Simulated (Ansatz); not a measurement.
Reaction (hydrogenolysis of a B–F bond): `C[B](F)[GeH3]` + H₂ → `C[BH][GeH3]` + H–F

Calculated with Ansatz (gas phase, PBE0-D4/def2-TZVP geometries, no zero-point term in ΔE). CCSD(T)/CBS is the MP2 limit (def2-TZVPP, def2-QZVPP) plus CCSD(T) − MP2 in def2-TZVPP, frozen cores. This one scheme is used for every species. Functionals use def2-TZVPP. For Ge outer-core shells are correlated without core-valence functions, which leaves a few kJ/mol of doubt a bond. Scalar relativity is left out up to krypton.

```json
{"species": "`C[B](F)[GeH3]`", "LC-ωPBE energy (Eh)": "-2243.15918"}
{"species": "H₂", "LC-ωPBE energy (Eh)": "-1.17817"}
{"species": "`C[BH][GeH3]`", "LC-ωPBE energy (Eh)": "-2143.84855"}
{"species": "H–F", "LC-ωPBE energy (Eh)": "-100.44042"}
```

Question: Work out ΔE.

Answer: ΔE = (-2143.84855) + (-100.44042) − (-2243.15918) − (-1.17817) = 0.04838 Eh = +127.0 kJ/mol. CCSD(T)/CBS gives +123.0 kJ/mol.

Largest T1 diagnostic among the species: 0.013.

From BLYP to BHLYP (50 % exact exchange), in def2-TZVPP and without D4, ΔE moves by −7.0 kJ/mol. At CCSD(T), def2-SVP lies +19.8 kJ/mol from the extrapolated value and def2-TZVPP +2.9 kJ/mol.
